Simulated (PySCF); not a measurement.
# How methods differ on the ionisation energy of Kr(34+)

Kr(34+) 1s2 (1S) → Kr(35+) 1s1 (2S), as a difference of total energies. Calculation: PySCF 2.14, in an uncontracted even-tempered set (17 s from 50 bohr⁻², ratio 2.2; 7 p from 76 bohr⁻², ratio 2.4; 4 d from 230 bohr⁻², ratio 2.4; 3 f from 340 bohr⁻², ratio 2.4; 3 g from 520 bohr⁻², ratio 2.4); the spin-free X2C one-electron Hamiltonian (Gaussian nucleus). Correlated levels: nothing frozen; virtual orbitals above 40 to 60 times the deepest correlated orbital energy dropped. The calculations carry no spin-orbit coupling.

```
                 method  ionisation energy (eV)  difference from reference (eV)
                    UHF                 17314.3                           +17.9
                    LDA                 17276.6                           -19.8
                    PBE                 17310.9                           +14.5
                   PBE0                 17312.0                           +15.6
                 r2SCAN                 17316.4                           +20.0
                   TPSS                 17316.4                           +20.0
              BHandHLYP                 17315.3                           +18.9
    MP2 (all electrons)                 17315.7                           +19.3
SCS-MP2 (all electrons)                 17316.0                           +19.6
```

Reference: 17296.4 eV (theoretical estimate listed by NIST; NIST Atomic Spectra Database, ionization energies).

For this ion Breit and QED terms and the two-electron picture change, all absent here, outweigh the differences among the correlated methods.
